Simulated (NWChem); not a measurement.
# CH4N2OSi; SMILES N#CO[SiH2]N

```xyz
9

N      0.2536     2.8649     0.1967
C     -0.0994     1.7578     0.1572
O     -0.5145     0.5516     0.1180
Si     0.4600    -0.8664    -0.1107
N     -0.5189    -2.2514    -0.0976
H      1.1005    -0.6948    -1.4374
H      1.4030    -0.8856     1.0341
H     -0.8728    -2.6498     0.7641
H     -1.0771    -2.5212    -0.8989
```
Atoms are numbered in this order, from 1.

Program: NWChem. Pople sets run with spherical d functions. All runs use the structure optimised with PBE0/def2-SVP. GIAO values for the isolated, static molecule; σ is the absolute isotropic shielding, δ = σ(reference) − σ with the isolated reference molecule computed at the same levels (13C: tetramethylsilane, 1H: tetramethylsilane, 15N: ammonia, 17O: water, 29Si: tetramethylsilane).

```
level                                 δ N1 (ppm)  δ C2 (ppm)  δ O3 (ppm)  δ Si4 (ppm)  δ N5 (ppm)  δ H6 (ppm)  δ H8 (ppm)
------------------------------------  ----------  ----------  ----------  -----------  ----------  ----------  ----------
B3LYP/6-311G**                             189.5       109.8        74.4        -25.6        37.5        4.98        1.52
PBE/pcSseg-1                                 [?]         [?]         [?]          [?]         [?]        5.00         [?]
LDA (Slater exchange, VWN5)/pcSseg-1       196.5       113.3        89.6        -18.4        48.2        5.25        1.81
```

### Question
What belongs in the gaps?

### Answer

- PBE/pcSseg-1, δ N1 (ppm): 181.8
- PBE/pcSseg-1, δ C2 (ppm): 108.2
- PBE/pcSseg-1, δ O3 (ppm): 82.6
- PBE/pcSseg-1, δ Si4 (ppm): -24.7
- PBE/pcSseg-1, δ N5 (ppm): 41.0
- PBE/pcSseg-1, δ H8 (ppm): 1.66
